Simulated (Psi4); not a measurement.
Relaxed torsion scan: SMILES O=C(O)[SiH2][SiH2]S. Scanned: dihedral O1–C2–Si4–Si5; all other coordinates were relaxed at B3LYP-D3(BJ)/def2-SVP. Points at φ and −φ are mirror images. Heavy atoms are numbered in the order of the SMILES O=C(O)[SiH2][SiH2]S, hydrogens after them in the order of the atoms that carry them; the mirror image has the same energies with the sign of each dihedral reversed.

PBE/def2-TZVP // B3LYP-D3(BJ)/def2-SVP (Psi4); PBE-D3(BJ)/def2-TZVP // B3LYP-D3(BJ)/def2-SVP (Psi4); B3LYP/def2-TZVP // B3LYP-D3(BJ)/def2-SVP (Psi4); MP2/cc-pVTZ = DF-MP2 (frozen core)/cc-pVTZ // B3LYP-D3(BJ)/def2-SVP in Psi4 1.11.

Energies relative to the lowest point of each profile, in kcal/mol; the last columns give the difference from MP2:

```tsv
φ / °	PBE/def2-TZVP	PBE-D3(BJ)/def2-TZVP	B3LYP/def2-TZVP	MP2/cc-pVTZ	PBE/def2-TZVP − MP2/cc-pVTZ	PBE-D3(BJ)/def2-TZVP − MP2/cc-pVTZ	B3LYP/def2-TZVP − MP2/cc-pVTZ
-150	0.3	0.2	0.3	0.2	0.0	0.0	0.1
-120	0.1	0.1	0.1	0.2	0.0	-0.1	0.0
-90	0.0	0.0	0.0	0.2	-0.2	-0.2	-0.2
-60	0.1	0.1	0.0	0.1	0.0	-0.1	-0.1
-30	0.3	0.2	0.2	0.0	0.3	0.2	0.1
0	0.4	0.3	0.2	0.0	0.4	0.3	0.2
30	0.3	0.2	0.2	0.0	0.3	0.2	0.1
60	0.1	0.1	0.0	0.1	0.0	-0.1	-0.1
90	0.0	0.0	0.0	0.2	-0.2	-0.2	-0.2
120	0.1	0.1	0.1	0.2	0.0	-0.1	0.0
150	0.3	0.2	0.3	0.2	0.0	0.0	0.1
180	0.3	0.2	0.3	0.3	0.0	-0.1	0.0
```

PBE/def2-TZVP is furthest from MP2/cc-pVTZ at 0 (0.4 kcal/mol, above); its mean absolute difference over the points is 0.1 kcal/mol.

PBE-D3(BJ)/def2-TZVP is furthest from MP2/cc-pVTZ at 0 (0.3 kcal/mol, above); its mean absolute difference over the points is 0.1 kcal/mol.

B3LYP/def2-TZVP is furthest from MP2/cc-pVTZ at 0 (0.2 kcal/mol, above); its mean absolute difference over the points is 0.1 kcal/mol.
